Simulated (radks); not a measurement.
Results of a calculation; reference values are marked as such.
Ionisation of Ca, [Ar] 4s2, to Ca+, [Ar] 4s1, under several functionals. Dirac Kohn-Sham, spin-unpolarised, spherical densities, finite nucleus; a radial shooting solver on a logarithmic mesh with Libxc functionals.

functional    E(Ca) (hartree)  Exc (hartree)  IE (eV)  -e(HOMO) (eV)  <r> HOMO (bohr)  IE error (eV)
PBEsol             -679.47171      -35.11358    6.305          3.765            4.011         +0.192
revPBE             -680.44934      -36.11895    6.251          3.737            4.044         +0.138
Wu-Cohen GGA       -679.99699      -35.65586    6.296          3.766            4.005         +0.182
PBE                -680.32856      -35.99406    6.309          3.766            4.020         +0.196
SOGGA              -679.33427      -34.97448    6.212          3.695            4.029         +0.099

NIST Atomic Spectra Database: 6.113 eV (measured). Closest: SOGGA. The Delta-SCF values span 0.10 eV, the total energies 1.12 hartree. The highest occupied level is 4s1/2. Spin polarisation and multiplet splitting are left out, so open shells lie too high by an amount that depends on their filling.

Beside tabulated values, note that spin-unpolarised runs miss the spin-polarisation part of the exchange energy of open shells.
